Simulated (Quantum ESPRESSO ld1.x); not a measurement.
Ar4+, 14 electrons, occupied as [Ne] 3s1.75 3p2 4f0.25 (fractional occupations, a model configuration). All-electron calculation, scalar-relativistic Kohn-Sham, LDA (Slater exchange, VWN5 correlation), spin-polarised, spherical densities, point nucleus; open shells are filled with parallel spins first. Program: ld1.x of Quantum ESPRESSO 7.5.

Normalised radial functions P(r) = r R(r), r in bohr:

```
   r/bohr * 3p down (the largest magnitude, 0.93, reaches the edge; | marks zero)
 0.006205                             *
  0.00808                             *
  0.01052                             *
   0.0137                             *
  0.01798                             |*
  0.02342                             |*
  0.03049                             |*
   0.0397                             | *
  0.05211                             |  *
  0.06786                             |    *
  0.08836                             |      *
   0.1151                             |         *
    0.151                             |           *
   0.1966                             |             *
   0.2561                             |             *
   0.3334                             |          *
   0.4376                             |  *
   0.5699                      *      |
    0.742           *                 |
   0.9662   *                         |
    1.258  *                          |
    1.651        *                    |
     2.15                *            |
      2.8                        *    |
    3.646                            *|
    4.786                             *
    6.232                             *
    8.114                             *
    10.57                             *
```

3p down (empty): eigenvalue -65.423 eV, 1 radial node at r = 0.478 bohr, <r> = 1.33 bohr, 90 % of the charge inside 2.01 bohr.
